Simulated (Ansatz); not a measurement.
`CN[AsH]C` at its PBE0-D4/def2-TZVP geometry, where that method's forces vanish. The species carries charge 0 and has multiplicity 1.

```csv
atom,x (Å),y (Å),z (Å)
C1,0.666,-0.304,-1.959
N2,-0.069,0.125,-0.785
As3,0.329,-0.755,0.795
C4,-1.033,0.131,1.887
H5,0.213,0.127,-2.857
H6,1.733,-0.037,-1.957
H7,0.598,-1.391,-2.050
H8,-0.046,1.132,-0.684
H9,1.488,0.116,1.322
H10,-0.853,-0.100,2.938
H11,-2.010,-0.256,1.599
H12,-1.016,1.213,1.752
```

Task: For each bond, give half the difference of the two atoms' forces along it (eV/Å; positive pushes the atoms apart) under PBE-D4, r2SCAN-D4, B3LYP-D4, ωB97M-V in def2-TZVPP. (Best estimate.)

Result: Computed: 
```tsv
bond	length (Å)	PBE-D4	r2SCAN-D4	B3LYP-D4	ωB97M-V
C1–N2	1.450	0.06	0.20	0.20	0.30
C1–H5	1.094	0.10	-0.05	-0.10	-0.12
C1–H6	1.100	0.10	-0.04	-0.06	-0.10
C1–H7	1.093	0.11	-0.05	-0.08	-0.09
N2–As3	1.851	0.29	0.10	0.23	-0.02
N2–H8	1.012	0.20	-0.01	-0.10	-0.11
As3–C4	1.958	0.19	0.11	0.25	0.01
As3–H9	1.543	0.22	0.00	0.02	-0.11
C4–H10	1.091	0.09	-0.03	-0.08	-0.04
C4–H11	1.090	0.10	-0.03	-0.08	-0.05
C4–H12	1.090	0.08	-0.03	-0.08	-0.05
```

B3LYP here is the variant with VWN-RPA as its local correlation; programs differ in this.
